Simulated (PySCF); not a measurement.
C₃H₅NOSi, SMILES O[Si@@H]1C=CC=N1.

Coordinates come from a B3LYP-D3(BJ)/def2-SVP optimisation. The structure was generated by enumeration; whether it is a known compound was not checked. Other conformers were not sampled.

The numbers are results of r2SCAN/def2-TZVP in PySCF, not measurements.

The molecule is in vacuum.

```json
{
 "total_energy": "-536.77089 hartree",
 "highest_occupied_level": "-6.20 eV",
 "lowest_empty_level": "-2.97 eV",
 "orbital_gap": "3.23 eV",
 "dipole_moment": "2.79 D",
 "quadrupole, principal values (traceless, Buckingham form, about the centre of nuclear charge)": "-4.53, 0.41, 4.12 D·Å",
 "mean_static_polarisability": "64.4 bohr³ (9.54 Å³)",
 "polarisability_principal_values": "47.4, 64.8, 80.9 bohr³"
}
```
